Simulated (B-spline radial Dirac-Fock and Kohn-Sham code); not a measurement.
**Relativistic shifts of the levels of Hg¹⁷⁺**

System: Hg¹⁷⁺ in the configuration [Kr] 4d10 4f14 5s2 5p1.

Both columns are ΔSCF binding energies of the configuration average from a B-spline atomic structure program: non-relativistic Hartree-Fock with a point nucleus, and Dirac-Fock with a finite nucleus and the Coulomb interaction alone, averaged over the two j levels with weights 2j+1.

```
shell  Hartree-Fock (eV)  Dirac-Fock (eV)  shift (eV)  shift (%)
   1s            75919.2          83956.3    +8037.01     +10.59
   2s            13142.3          15306.8    +2164.46     +16.47
   2p            12634.6          13367.5     +732.98      +5.80
   3s             3425.9           3971.5     +545.67     +15.93
   3p             3185.7           3394.5     +208.77      +6.55
   3d             2743.6           2726.5      -17.10      -0.62
   4s             1050.8           1192.6     +141.76     +13.49
   4p              944.7            997.6      +52.93      +5.60
   4d              751.7            748.7       -3.03      -0.40
   4f              490.5            477.0      -13.44      -2.74
   5s              425.0            461.3      +36.24      +8.53
   5p              390.3            403.5      +13.16      +3.37
```

Relativity binds 1s, 2s, 2p, 3s, 3p, 4s, 4p, 5s, 5p more strongly, among those listed most of all 2s in relative terms, and 3d, 4d, 4f more weakly, because the contracted s and p shells screen the nucleus better.

Values without a named source are computed, but for edge energies of neutral atoms, which are taken from tables.
